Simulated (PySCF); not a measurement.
MgBr⁺ from Hartree–Fock to correlated methods

State: ¹Σ⁺ (singlet), closed shell. Set-up: PySCF, spin-free X2C with a Gaussian nucleus, basis sets Mg x2c-SVPall, Br x2c-SVPall. De refers to Mg⁺ + Br in their high-spin ground configurations, without counterpoise correction. A positive dipole points towards Br; it is taken about the centre of mass and depends on that origin.

```json
{"Level": "RHF", "Re (Å)": "2.284", "ωe (cm⁻¹)": "445", "De (eV)": "1.53", "μ (D)": "-12.98"}
{"Level": "RHF-MP2", "Re (Å)": "2.295", "ωe (cm⁻¹)": "437", "De (eV)": "2.56", "μ (D)": "n/a"}
{"Level": "RHF-SCS-MP2", "Re (Å)": "2.297", "ωe (cm⁻¹)": "434", "De (eV)": "2.47", "μ (D)": "n/a"}
{"Level": "RHF-CCSD", "Re (Å)": "2.298", "ωe (cm⁻¹)": "432", "De (eV)": "2.44", "μ (D)": "n/a"}
{"Level": "RHF-CCSD(T)", "Re (Å)": "2.302", "ωe (cm⁻¹)": "428", "De (eV)": "2.51", "μ (D)": "n/a"}
{"Level": "LDA", "Re (Å)": "2.270", "ωe (cm⁻¹)": "428", "De (eV)": "3.21", "μ (D)": "-11.23"}
{"Level": "PBE", "Re (Å)": "2.299", "ωe (cm⁻¹)": "413", "De (eV)": "2.79", "μ (D)": "-11.33"}
{"Level": "r²SCAN", "Re (Å)": "2.283", "ωe (cm⁻¹)": "432", "De (eV)": "2.77", "μ (D)": "-12.08"}
{"Level": "PBE0", "Re (Å)": "2.282", "ωe (cm⁻¹)": "430", "De (eV)": "2.65", "μ (D)": "-11.89"}
{"Level": "B97-3", "Re (Å)": "2.283", "ωe (cm⁻¹)": "431", "De (eV)": "2.66", "μ (D)": "-12.03"}
{"Level": "MN15", "Re (Å)": "2.278", "ωe (cm⁻¹)": "436", "De (eV)": "2.73", "μ (D)": "-12.20"}
{"Level": "LC-ωPBE", "Re (Å)": "2.265", "ωe (cm⁻¹)": "448", "De (eV)": "2.53", "μ (D)": "-12.35"}
```

Question: Which functional lies closest to RHF-CCSD(T) in De, which farthest, and by how much do they differ from it?

Answer: Closest is LC-ωPBE (-3.7 pm in Re, +4.7 % in ωe, +0.02 eV in De against RHF-CCSD(T) in the same basis), farthest LDA (-3.2 pm in Re, +0.0 % in ωe, +0.70 eV in De). CCSD(T) converges more slowly with the basis than the functionals do and binds too weakly in this one, so the order can change at the basis-set limit.

Question: What does a quarter of exact exchange do here, going from PBE to PBE0?

Answer: PBE0 less PBE: -1.7 pm in Re, +4.1 % in ωe, -0.14 eV in De. Exact exchange removes part of the self-interaction that spreads semilocal densities, and in most molecules shortens and stiffens the bond and lowers De; so it does here.

Question: What does the step from GGA to meta-GGA do here, going from PBE to r²SCAN?

Answer: r²SCAN less PBE: -1.6 pm in Re, +4.6 % in ωe, -0.02 eV in De. 

Correlated steps freeze 10 core orbitals. Correlated levels converge slowly with the basis: in double zeta they bind strong bonds too weakly, by up to about 1 eV, and carry superposition errors of some tenths. For an ion De counts to the pair picked by the measured ionisation energies or electron affinities, which need not be the lowest pair at this level. Where the molecule has an RHF reference, its open-shell atoms are computed with UHF.
